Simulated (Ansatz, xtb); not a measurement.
## CHClGe: which of two structures lies lower

We compare X, a triplet given by its coordinates, with Y, a singlet given by its coordinates. Both are isolated molecules in the gas phase, relaxed with r2SCAN-D4/def2-TZVP.

X (Å):

```xyz
4

C    -1.2909    3.4147   -0.3704
Cl   -1.8431    2.5878   -1.7721
Ge   -2.4248    3.9369    1.1274
H    -0.2190    3.5974   -0.4533
```

Close contacts (Å): C1–Cl2 1.72, C1–Ge3 1.95, C1–H4 1.09.

Y (Å):

```xyz
4

C    -0.7976    3.3106   -1.2140
Cl   -2.5348    4.4092    1.6261
Ge   -1.9383    3.0816    0.0763
H    -0.4687    2.6583   -2.0208
```

Close contacts (Å): C1–Ge3 1.74, Cl2–Ge3 2.13, C1–H4 1.09.

Question: Which of the two would you expect CCSD(T)/def2-TZVPP electronic energies to favour?

Answer: Structure Y; the calculation gives E(Y) − E(X) = −10.3 kcal/mol.

Level by level:

```json
{"level": "HF/STO-3G", "geometry": "GFN2-xTB", "E(Y) − E(X) (kcal/mol)": "+22.3", "departure from the last row (kcal/mol)": "+32.5", "job, with rough time for the two": "single point, 0.6 s"}
{"level": "r2SCAN-D4/def2-SVP", "geometry": "GFN2-xTB", "E(Y) − E(X) (kcal/mol)": "+3.0", "departure from the last row (kcal/mol)": "+13.2", "job, with rough time for the two": "single point, 3 s"}
{"level": "r2SCAN-D4/def2-TZVP", "geometry": "r2SCAN-D4/def2-TZVP", "E(Y) − E(X) (kcal/mol)": "+0.3", "departure from the last row (kcal/mol)": "+10.5", "job, with rough time for the two": "optimisation, 50 s"}
{"level": "HF/def2-TZVPP", "geometry": "r2SCAN-D4/def2-TZVP", "E(Y) − E(X) (kcal/mol)": "+25.9", "departure from the last row (kcal/mol)": "+36.2", "job, with rough time for the two": "part of the CCSD(T) run"}
{"level": "MP2/def2-TZVPP", "geometry": "r2SCAN-D4/def2-TZVP", "E(Y) − E(X) (kcal/mol)": "−7.4", "departure from the last row (kcal/mol)": "+2.8", "job, with rough time for the two": "part of the CCSD(T) run"}
{"level": "CCSD(T)/def2-TZVPP", "geometry": "r2SCAN-D4/def2-TZVP", "E(Y) − E(X) (kcal/mol)": "−10.3", "departure from the last row (kcal/mol)": "", "job, with rough time for the two": "single point, 90 s"}
```

HF/STO-3G, r2SCAN-D4/def2-SVP, HF/def2-TZVPP put the two in the other order. r2SCAN-D4/def2-TZVP finds them nearly level. The largest departure from CCSD(T)/def2-TZVPP is that of HF/def2-TZVPP, 36.2 kcal/mol. At CCSD(T)/def2-TZVPP a singlet with the links of X lies below this triplet.

With harmonic frequencies from r2SCAN-D4/def2-TZVP (ideal gas, rigid rotor, one conformer each, 400 K, 1 atm): on the last row, ΔE + ΔZPE = −11.0, ΔH = −10.7, ΔG = −10.2 kcal/mol.

The T1 diagnostic of structure Y is large, so the coupled-cluster value is less sure. Open shells are spin-unrestricted. The correlated steps freeze 15 core orbitals; the filled d shell of Ge is correlated, in a basis made for valence electrons. ΔG holds the spin degeneracy. Run with Ansatz 0.2.0, xtb 6.7.1; the last row on 2 threads of Arm Neoverse V1 on a shared host.
